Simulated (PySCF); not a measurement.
SnCl3(SiMe3), C₃H₉Cl₃SiSn.
Structure used (PBE0-D3(BJ)/def2-SVP), in Å, numbered top down from 1:
```
atom  x, y, z in Å
Sn1    1.1026    1.7931    0.7161
Cl2    1.2871    1.9631    3.0572
Cl3    3.3167    1.7365   -0.0843
Cl4    0.2754    3.8763   -0.0001
Si5   -0.2028   -0.2796   -0.1017
C6     0.7453   -1.7430    0.5807
C7    -1.9369   -0.1457    0.5904
C8    -0.1408   -0.1782   -1.9704
H9     0.2678   -2.6814    0.2537
H10    0.7600   -1.7314    1.6811
H11    1.7856   -1.7431    0.2218
H12   -1.9253   -0.1167    1.6905
H13   -2.4451    0.7595    0.2253
H14   -2.5311   -1.0204    0.2776
H15   -0.6515    0.7243   -2.3385
H16    0.9001   -0.1551   -2.3269
H17   -0.6356   -1.0588   -2.4121
```

Theory: PBE0-D3(BJ)/def2-SVP geometry optimisation, gas phase, def2 core potentials past Kr (PySCF 2.14.0).

Task: Which atoms are bound to Sn1, and at what distances?

Result: 4 atoms: Cl4 2.353 Å, Cl2 2.355 Å, Cl3 2.355 Å, Si5 2.582 Å. The nearest atom not counted as bound is C8, at 3.56 Å (others tie with it).

Task: List the angles at Sn1.

Result: 
```csv
angle,degrees,distance of the outer atoms (Å)
Cl4–Sn1–Si5,115.9,4.18
Cl2–Sn1–Si5,114.4,4.15
Cl3–Sn1–Si5,110.4,4.06
Cl2–Sn1–Cl4,105.4,3.75
Cl2–Sn1–Cl3,105.4,3.75
Cl3–Sn1–Cl4,104.4,3.72
```

Task: What is the shape at Sn1?

Result: Distorted tetrahedral: angles from 104.4° to 115.9°; τ4 = (360° − α − β)/141° = 0.92 with α and β the two widest (0 for a square, 1 for a tetrahedron).

Task: What are the other bond lengths?

Result: Si5–C6, Si5–C7, Si5–C8 1.872 Å; C6–H9 and 8 like bonds 1.101 Å.

Task: Give some angles away from the centre.

Result: Sn1–Si5–C6 104.8°, Sn1–Si5–C7 107.1°, C6–Si5–C7 113.0°.

Point group: near C3v, missed by 0.22 Å at most; the miss may be what the optimiser left on a soft mode (Cs holds within 0.08 Å). Charge 0, singlet. Not checked by PBE0-D3(BJ)/def2-SVP frequencies.
